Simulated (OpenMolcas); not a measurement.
neutral oxygen: input and output

Input:

```
&GATEWAY
Coord
1

O 0.0 0.0 0.0
Basis=ANO-RCC-MB
Group=XYZ
NoMove
AngMom=0.0 0.0 0.0
AMFI
RX2C
&SEWARD
&RASSCF
FileOrb=start.orb
Symmetry=1
Spin=3
nActEl=4 0 0
Inactive=2 0
Ras2=0 3
CIRoot=3 3 1
SDav=3
CIMx=300
Iter=120 100
PrWF=0.3
OrbListing=Nothing
MaxOrb=0
Atom
>>> COPY $Project.JobIph JOB001
&RASSCF
FileOrb=start.orb
Symmetry=1
Spin=1
nActEl=4 0 0
Inactive=2 0
Ras2=0 3
CIRoot=6 6 1
SDav=6
CIMx=300
Iter=120 100
PrWF=0.3
OrbListing=Nothing
MaxOrb=0
Atom
>>> COPY $Project.JobIph JOB002
&RASSI
NrOfJobIphs=2 3 6
1 2 3
1 2 3 4 5 6
IphNames
JOB001
JOB002
EJob
SpinOrbit
DIPRint=1.0
SOCoupling=1000.0
Subsets=2
MEES
Property=10
'ANGMOM' 1 'ANGMOM' 2 'ANGMOM' 3 'MLTPL  1' 1 'MLTPL  1' 2 'MLTPL  1' 3
'AMFI' 1 'AMFI' 2 'AMFI' 3 'MLTPL  2' 6
SOProperty=3
'ANGMOM' 1 'ANGMOM' 2 'ANGMOM' 3
```

Launched by
```bash
OMP_NUM_THREADS=1 MOLCAS_MEM=2252 MOLCAS_PROJECT=a pymolcas a.inp > a.log  # once for each step of the input, in one work folder
```

A driver script runs the steps one by one and writes start.orb anew before each from the orbitals found so far.

Output, cut to the results:

```
--- SEWARD ---
Basis set label: O.ANO-RCC...2S1P.

      Electronic valence basis set:
      ------------------
      Associated Effective Charge   8.000000 au
      Associated Actual Charge      8.000000 au
      Nuclear Model: Point charge

      Shell  nPrim  nBasis  Cartesian Spherical Contaminant
         s      14       2        X
         p       9       1        X
RX2C
                  Relativistic X2C integrals
                  Atomic mean-field integrals
--- RASSCF ---
Wave function specifications:
      -----------------------------

      Number of closed shell electrons           4
      Number of electrons in active shells       4
      Max number of holes in RAS1 space          0
      Max nr of electrons in RAS3 space          0
      Number of inactive orbitals                2
      Number of active orbitals                  3
      Number of secondary orbitals               0
      Spin quantum number                      1.0
      State symmetry                             1
Orbital specifications:
      -----------------------

      Symmetry species                           1   2
                                                ag  au
      Frozen orbitals                            0   0
      Inactive orbitals                          2   0
      Active orbitals                            0   3
      RAS1 orbitals                              0   0
      RAS2 orbitals                              0   3
      RAS3 orbitals                              0   0
      Secondary orbitals                         0   0
      Deleted orbitals                           0   0
      Number of basis functions                  2   3
      Number of CSFs                             3
      Number of root(s) required                 3
      Iter CI   SX   CI       RASSCF       Energy    max ROT     max BLB   max BLB  Level Ln srch  Step   QN
          iter iter root      energy       change     param      element    value   shift minimum  type update
 Nr of preliminary CI iterations:   1
        1   1    1    0   -74.85913406    0.00E+00   0.00E+00    3   3 2  0.00E+00   0.00   0.00    SX    NO
        2   1    1    0   -74.85913406    0.00E+00   0.00E+00    3   3 2  0.00E+00   0.00   0.00    SX    NO
        3   1    1    0   -74.85913406    0.00E+00   0.00E+00    3   3 2  0.00E+00   0.00   0.00    SX    NO
        4   1    1    0   -74.85913406    0.00E+00   0.00E+00    3   3 2  0.00E+00   0.00   0.00    SX    NO
      Convergence after  4 iterations
        5   1    1    0   -74.85913406    0.00E+00   0.00E+00    3   3 2  0.00E+00   0.00   0.00    SX    NO
      Natural orbitals and occupation numbers for root  1
      sym 2:   2.000000   1.000000   1.000000
      Natural orbitals and occupation numbers for root  2
      sym 2:   1.000000   2.000000   1.000000
      Natural orbitals and occupation numbers for root  3
      sym 2:   1.000000   1.000000   2.000000
::    RASSCF root number  1 Total energy:    -74.85913406
::    RASSCF root number  2 Total energy:    -74.85913406
::    RASSCF root number  3 Total energy:    -74.85913406
--- RASSCF ---
Wave function specifications:
      -----------------------------

      Number of closed shell electrons           4
      Number of electrons in active shells       4
      Max number of holes in RAS1 space          0
      Max nr of electrons in RAS3 space          0
      Number of inactive orbitals                2
      Number of active orbitals                  3
      Number of secondary orbitals               0
      Spin quantum number                      0.0
      State symmetry                             1
Orbital specifications:
      -----------------------

      Symmetry species                           1   2
                                                ag  au
      Frozen orbitals                            0   0
      Inactive orbitals                          2   0
      Active orbitals                            0   3
      RAS1 orbitals                              0   0
      RAS2 orbitals                              0   3
      RAS3 orbitals                              0   0
      Secondary orbitals                         0   0
      Deleted orbitals                           0   0
      Number of basis functions                  2   3
      Number of CSFs                             6
      Number of root(s) required                 6
...
--- RASSI ---
SPIN-FREE ENERGIES:
  (Shifted by EMIN (a.u.) =        -74.8591340576)

 SF State       Relative EMIN(au)   Rel lowest level(eV)    D:o, cm**(-1)      L_eff

     1             0.0000000000        0.0000000000              0.0000         1.0
     2             0.0000000000        0.0000000000              0.0000         1.0
     3             0.0000000000        0.0000000000              0.0000         1.0
     4             0.0791795417        2.1545850922          17377.9007         2.0
     5             0.0791795417        2.1545850922          17377.9007         2.0
     6             0.0791795417        2.1545850922          17377.9007         2.0
     7             0.0791795417        2.1545850922          17377.9007         2.0
     8             0.0791795417        2.1545850922          17377.9007         2.0
     9             0.1979488543        5.3864627306          43444.7518         0.0
     Dipole printing threshold changed to   1.00000000E+00
Eigenvalues of complex Hamiltonian:
   -----------------------------------
  (Shifted by EMIN (a.u.) =        -74.8591340576)

 SO State       Relative EMIN(au)   Rel lowest level(eV)    D:o, cm**(-1)     J-value

     1            -0.0003402718        0.0000000000              0.0000         2.0
     2            -0.0003402718        0.0000000000              0.0000         1.5
     3            -0.0003402718        0.0000000000              0.0000         1.6
     4            -0.0003402718        0.0000000000              0.0000         1.4
     5            -0.0003402718        0.0000000000              0.0000         1.3
     6             0.0003374085        0.0184406196            148.7336         0.6
     7             0.0003374085        0.0184406196            148.7336         0.6
     8             0.0003374085        0.0184406196            148.7336         1.0
     9             0.0006702004        0.0274963482            221.7730        -0.0
...
```

The J values that RASSI prints are effective ones from its own formula and need not be integers or half-integers; the table below assigns J from the states.

Levels above the lowest, from the spin-orbit matrix, grouped by J:

```csv
Configuration,Term,J,E (cm-1),Measured (cm-1),g,Term weight %
2s2 2p4,3P,2,0.0,0.0,1.501,100
2s2 2p4,3P,1,149,158,1.501,100
2s2 2p4,3P,0,222,227,,100
2s2 2p4,1D,2,17453,15868,1.000,100
2s2 2p4,1S,0,43520,33793,,100
```

Against the 4 measured excited levels shown (NIST Handbook of Basic Atomic Spectroscopic Data) the mean absolute deviation is 2800 cm-1; the largest miss in energy is 2s2 2p4 1S0: computed 43520, measured 33793 cm-1 (+28.8 %).

Without dynamic correlation excited terms often stand tens of per cent too high (terms of higher spin than the ground term too low), and those without a measured partner can miss by more than the paired ones. With the s shell closed, the reference lacks s² → p² mixing. Computed and measured levels are paired by configuration, term and J; levels that our copy of the source lacks, or whose pairing is in doubt (as where it misses far off the trend of its configuration), stay unpaired and out of the deviations. Levels of configurations outside the active space are missing.

The term weight is that of the spin-free term in the level, not the purity of its configuration.
